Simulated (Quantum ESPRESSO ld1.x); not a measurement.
ld1.x (Quantum ESPRESSO 7.5) input

```
 &input
    atom='S',
    iswitch=1,
    rel=2,
    dft='PBESOL',
    config='[He] 2s2',
    rel_dist='energy',
    verbosity='high',
    lsmall=.true.,
    prefix='ld1',
    max_out_wfc=37,
    file_charge='ld1.rho',
 /
```

Command: `OMP_NUM_THREADS=1 ld1.x < ld1.in > ld1.out`

It prints (banner and zero overlaps left out):

```
     Program LD1 v.7.5 starts

     --------------------------- All-electron run ----------------------------

     dirac relativistic calculation

     atomic number is 16.00
     dft =PBESOL   lsd =0 sic =0 latt =0  beta=0.20 tr2=1.0E-14
     Exchange-correlation= PBESOL
                           (   1   4  10   8   0   0   0)
     mesh =1923 r(mesh) =  99.82426 a.u. xmin = -8.00 dx = 0.00800
     1 Ry =  13.60569312 eV, c = 137.03599908

     n l j   nl                  e(Ry)          e(Ha)          e(eV)
     Spin orbit split results
     1 0 0.5 1S 1( 2.00)    -217.561380945    -108.780690473  -2960.0733846
     2 0 0.5 2S 1( 2.00)     -45.989131995     -22.994565998   -625.7140169
     Averaged results
     1 0     1S 1( 2.00)    -217.561380945    -108.780690473  -2960.0733846
     2 0     2S 1( 2.00)     -45.989131995     -22.994565998   -625.7140169

     final scf error:  5.3E-16 reached in  19 iterations

     Etot =    -592.386995 Ry,    -296.193498 Ha,   -8059.835670 eV

     Ekin =     596.255801 Ry,     298.127901 Ha,    8112.473455 eV
     Encl =   -1236.859472 Ry,    -618.429736 Ha,  -16828.330418 eV
     Eh   =      72.319165 Ry,      36.159583 Ha,     983.952372 eV
     Exc  =     -24.102490 Ry,     -12.051245 Ha,    -327.931080 eV

     normalization and overlap integrals

     s(1S/1S) =  1.000000  <r> =   0.0962  <r2> =    0.0124  r(max) =   0.0630
     LC norm =  0.99674046 + SC norm =  0.00325954 =  1.00000000
     s(2S/2S) =  1.000000  <r> =   0.4128  <r2> =    0.1993  r(max) =   0.3547
     LC norm =  0.99931806 + SC norm =  0.00068194 =  1.00000000

     LC charge =  3.99211703 + SC charge =  0.00788297 =  4.00000000

     ------------------------ End of All-electron run ------------------------
```

Run on one thread of a shared host, so times are rough (Intel(R) Xeon(R) Processor @ 2.60GHz): 0.56 s of CPU time, 0.6 s wall, 19 iterations on 1923 mesh points.
